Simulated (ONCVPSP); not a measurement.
Before and after: ONCV potential for B (Z = 5)

boron, optimised norm-conserving Vanderbilt (ONCV), made with ONCVPSP 4.0.1 (LDA (Perdew-Wang 92), scalar-relativistic). Core [He], reference 2s2 2p1. Waves: 2s: rc 1.35 bohr, ncon 3, nbas 8, qcut 4.6 1/bohr, 2 projectors, debl 3.9 Ha; 2p: rc 3.75 bohr, ncon 3, nbas 8, qcut 2.8 1/bohr, 2 projectors, debl 0.7 Ha. Local part: polynomial inside 1.35 bohr (lpopt 2, dvloc0 0 Ha). Core correction: Teter function, fcfact 4.75, rcfact 1.55.

Change: p: debl 1.1.

Cutoffs: the cutoffs (Ha) at which the residual kinetic energy of the hardest occupied pseudo-wave falls to 1 and 0.1 mHa per electron; they do not see the model core or the augmentation charge, which bear on the density cutoff. Errors are all-electron minus pseudo energies relative to the spin-unpolarised reference configuration.

Task: What does the change do?

Result: The potential gets neither clearly harder nor softer (10 Ha and 60 Ha → 10 Ha and 60 Ha); the errors of the 4 common tests hardly move; the range in which the p phases agree narrows (upper end 1.4 → 0.1); neither file shows a bound ghost.

```csv
quantity,base,changed
"cutoff, loose",10 Ha,10 Ha
"cutoff, tight",60 Ha,60 Ha
bound ghosts,none,none
GHOST(+) flags under 300 eV,none,none
"error for 2s2 2p0, meV [ΔE 8.32 eV]",+356,+356
"error for 2s1 2p0, meV [ΔE 33.62 eV]",+980,+980
"error for 2s2 2p0.5, meV [ΔE 2.94 eV]",+63,+62
"error for 2s1 2p2, meV [ΔE 5.68 eV]",-85,-86
s: phases at 1.37 bohr within 0.05 rad from the reference energy up to (Ha; the scan ends near 5),to the end of the scan,to the end of the scan
p: phases at 3.81 bohr within 0.05 rad from the reference energy up to (Ha; the scan ends near 5),1.4,0.1
"rms error of d²Exc/dni dnj with the model core, mHa",1.37,1.37
```
